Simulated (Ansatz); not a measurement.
```yaml
crystal:
  periodic: [false, false, false]
  atoms:
    - {symbol: C, position_ang: [0.390397, -1.699985, -0.446403]}
    - {symbol: C, position_ang: [0.953218, -0.445231, 0.583708]}
    - {symbol: F, position_ang: [1.130064, -0.556954, 1.342379]}
    - {symbol: C, position_ang: [0.103943, 1.000503, -0.289577]}
    - {symbol: F, position_ang: [1.083128, 2.091659, -0.078099]}
    - {symbol: C, position_ang: [-0.809432, 1.281286, 0.780474]}
    - {symbol: F, position_ang: [-1.143446, 2.110958, 0.233897]}
    - {symbol: F, position_ang: [-1.998873, 0.436822, 0.574500]}
    - {symbol: H, position_ang: [0.673531, -2.578385, -0.220003]}
    - {symbol: H, position_ang: [-0.636412, -1.762638, 0.078651]}
    - {symbol: H, position_ang: [0.075549, -1.663245, -1.507637]}
    - {symbol: H, position_ang: [1.830099, -0.404274, -0.568405]}
    - {symbol: H, position_ang: [-0.125361, 0.570249, -1.310404]}
    - {symbol: H, position_ang: [-0.530722, 1.184550, 1.612401]}
basis:
  gaussian: {orbitals: ANO-RCC-VTZP}
hamiltonian: {xc: {name: HF}}
correlation: {method: mp2, frozen_orbitals: {C: 9}}
```

```sh
$ ansatz run in.yaml --threads 2 --pin off --events-out ev --progress --plain --max-ram 32768MiB --backend cuda --devices 0, --max-vram 18GiB
```

Shortened log:

```
Functional definition: HF
Error: "frozen_orbitals" has no count for F
```

(1) What is wrong with this run?

## Answers

(1) Frozen orbitals are typed for one element alone, and the program wants a count for each. The input was rejected before any iteration.
